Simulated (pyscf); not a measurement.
F–N•–F + silanol (HO–SiH₃) → F–NH–F + HO–SiH₂• (hydrogen abstraction; doublet surface; H–Si broken, H–N formed). Single points on ωB97X-D3(BJ)/def2-SVP structures (PySCF, gas phase). Energies in kcal/mol from the separated reactants.

```tsv
level	barrier	reaction energy
ωB97X-D3(BJ)/def2-TZVP	23.9	+20.1
PBE/def2-TZVP	15.0	+15.9
r²SCAN/def2-TZVP	17.9	+18.5
M06-2X/def2-TZVP	21.1	+15.0
ωB97M-D3(BJ)/def2-TZVP	?	+18.2
HF/def2-TZVP	?	?
```

Fill in the missing entries.


- ωB97M-D3(BJ)/def2-TZVP, barrier: 23.5
- HF/def2-TZVP, barrier: 44.9
- HF/def2-TZVP, reaction energy: +24.6

At PBE, r²SCAN the saddle lies under the separated products, which points to a path from their complex (located at ωB97X-D3(BJ) alone), and parting the products costs more than the saddle. This is the saddle that the search found; another between the same sides may lie lower. The angle at the transferred H is 147°.
